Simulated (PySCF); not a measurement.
How methods differ on the excitation energy of Tl

Tl [Xe] 4f14 5d10 6s2 6p1 (2P) → Tl [Xe] 4f14 5d10 6s1 6p1 6d1 (high-spin determinant), as a difference of total energies. Computed with PySCF 2.14 in aug-cc-pVQZ-DK3 (10s9p7d4f2g, 118 functions), with scalar relativity by spin-free X2C-1e. Correlated levels: valence: [Xe] 4f14 5d10 frozen. The calculations carry no spin-orbit coupling.

```json
{"method": "UHF", "excitation energy (eV)": "9.161"}
{"method": "MP2 (valence)", "excitation energy (eV)": "9.780"}
{"method": "SCS-MP2 (valence)", "excitation energy (eV)": "9.974"}
{"method": "CCSD (valence)", "excitation energy (eV)": "9.900"}
{"method": "CCSD(T) (valence)", "excitation energy (eV)": "9.904"}
```

How much does correlation contribute at CCSD(T) (valence)?

9.904 − (9.161) = 0.743 eV, measured against UHF.

A first-order spin-orbit estimate (lowest level to lowest level, LS coupling) adds -0.033 eV.

The upper state lies above the first ionisation limit, but in LS coupling its spin forbids autoionisation to the ground ion; at this Z spin-orbit coupling breaks that rule.

The promoted electron is Rydberg-like, and one or two diffuse shells describe it only roughly, which tends to raise the upper state.

The coupled-cluster amplitudes are large for the upper state (T1 above 0.03 or a double amplitude above 0.15), so a single reference is strained.

The determinant of the upper state mixes LS terms, which raises its energy above the lowest term, most at the Hartree-Fock and MP2 levels.
